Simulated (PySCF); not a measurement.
# Dipole polarisabilities along the 4p block

Calculated with PySCF 2.14 for the ground configurations, without spin-orbit coupling: coupled response for Hartree-Fock and DFT, finite fields for MP2 and CCSD(T), with Ga 3s2 3p6 3d10; Ge 3s2 3p6 3d10; As [Ar] 3d10; Se [Ar] 3d10; Br 3s2 3p6 3d10; Kr [Ar] 3d10 frozen. Mean α in bohr³, C₆ of like pairs in atomic units.

```tsv
species	α UHF	α PBE	α PBE0	α MP2	α CCSD(T)	α recommended (Schwerdtfeger and Nagle)	C₆ UHF	C₆ PBE	C₆ PBE0
Ga [Ar] 3d10 4s2 4p1 (aug-cc-pVTZ-PP with ECP10MDF, ECP)	57.58	64.60	59.90	56.81	55.85	50 ± 3	502.2	544.0	506.1
Ge [Ar] 3d10 4s2 4p2 (aug-cc-pVTZ-PP with ECP10MDF, ECP)	41.27	46.07	43.39	41.03	40.94	40 ± 1	361.0	402.9	377.1
As [Ar] 3d10 4s2 4p3 (aug-cc-pVTZ-DK, spin-free X2C)	30.24	33.09	31.55	30.16	30.26	30 ± 1	256.1	282.3	267.2
Se [Ar] 3d10 4s2 4p4 (aug-cc-pVTZ-DK, spin-free X2C)	24.96	27.46	26.23	25.57	25.68	28.9 ± 1	205.9	230.2	217.9
Br [Ar] 3d10 4s2 4p5 (aug-cc-pVTZ-PP with ECP10MDF, ECP)	20.11	22.24	21.30	20.73	20.82	21 ± 1	160.5	181.4	172.0
Kr [Kr] (aug-cc-pVTZ-DK, spin-free X2C)	16.21	17.69	17.03	16.75	16.83	16.78 ± 0.02	124.5	138.4	132.1
```

Hartree-Fock lacks correlation. MP2 and CCSD(T) carry the error of the frozen core. All values carry a basis error.
